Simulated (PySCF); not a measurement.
## Computed properties of C₂H₂F₂, SMILES F/C=C/F

C2H2F2, SMILES F/C=C/F. Geometry: TPSSh-D3(BJ)/def2-SVP. One conformer was computed; it need not be the lowest. All values are computed for the isolated molecule unless a solvent is named; none is compared with measurement here.

**Structure.** The optimised structure has C2h symmetry. All 12 harmonic modes at TPSSh-D3(BJ)/def2-SVP (PySCF) are real, so it is a minimum. With heavy atoms numbered as in [F:1]/[CH:2]=[CH:3]/[F:4], the shortest bond between them is C2–C3 at 1.333 Å and the longest C3–F4 at 1.340 Å.

**Vibrations.** The strongest infrared lines (harmonic, unscaled, degenerate partners summed) lie at 1199 cm⁻¹ (277 km/mol, C 43 %, F 38 %, H 19 %), 914 cm⁻¹ (63 km/mol, H 92 %, C 8 %), 1296 cm⁻¹ (43 km/mol, H 69 %, C 26 %). The softest mode is at 311 cm⁻¹ and the zero-point energy is 23.0 kcal/mol.

**Electronic structure.** PBE0/def2-TZVPD (PySCF) places the frontier levels at -7.59 and 0.02 eV, a gap of 7.61 eV, and gives a dipole moment of 0.00 D and a mean polarisability of 28.4 bohr³. PBE/def2-TZVPD (PySCF) at the same geometry gives -6.25 and -0.99 eV, so its gap is 2.35 eV narrower. An orbital gap is neither the optical nor the fundamental gap.

**Excitations.** TDA-M06-2X/def2-SVPD (PySCF) has S1 at 6.93 eV (179 nm, f = 0.000, dark); the most intense of the 10 singlets computed lies at 8.09 eV (f = 0.43). T1 (TDA) is at 4.58 eV, 2.35 eV under S1. TDA-PBE/def2-SVPD (PySCF) puts S1 at 6.44 eV. No vertical singlet excitation falls in the visible range (under 3.1 eV).

**NMR.** GIAO shifts at PBE0/pcSseg-2 (PySCF) (non-relativistic, atoms alike by connectivity averaged): ¹³C at 160.9 ppm against TMS; ¹H at 7.8 ppm against TMS; ¹⁹F at -198.6 ppm against CFCl3.

**Solvation.** SMD-ωB97X/6-31G* (PySCF) gives 1.1 kcal/mol in water, -0.6 kcal/mol in benzene, -1.2 kcal/mol in ethylethanoate (1 M in both phases, gas-phase geometry); of these solvents ethylethanoate holds the molecule best.
